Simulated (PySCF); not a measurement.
Q: What does the PBE0-D3(BJ)/def2-SVP structure of V(NH)F3, `[NH]=[V]([F])([F])[F]` look like in three dimensions? (Singlet state.)

A: 
```xyz
6
F3HNV angstrom
V     -0.0041   -0.0058   -0.4313
N      0.0051    0.0182    1.1514
H      0.0187    0.0289    2.1715
F      1.6182   -0.0084   -0.9718
F     -0.8247    1.3908   -0.9796
F     -0.8132   -1.4238   -0.9402
```

Orientation and origin are arbitrary. Atoms count from 1 in this order. All 3 F–V bonds measure 1.710 Å. V1 (vanadium bonded to 3 F and N) is tetrahedral (angles from 108.1° to 110.8°).

Bonds between heavy atoms (Å): V1–N2 1.583, V1–F4 1.710, V1–F5 1.710, V1–F6 1.710.

Method: PySCF 2.14.0, PBE0-D3(BJ)/def2-SVP geometry optimisation, gas phase.

Point group: C3v (tolerance 0.08 Å). Stationary, but not proved a minimum.

On one thread, x86-64 server, on a shared host, this took 12 s of wall time. That covers the optimisation of the geometry.
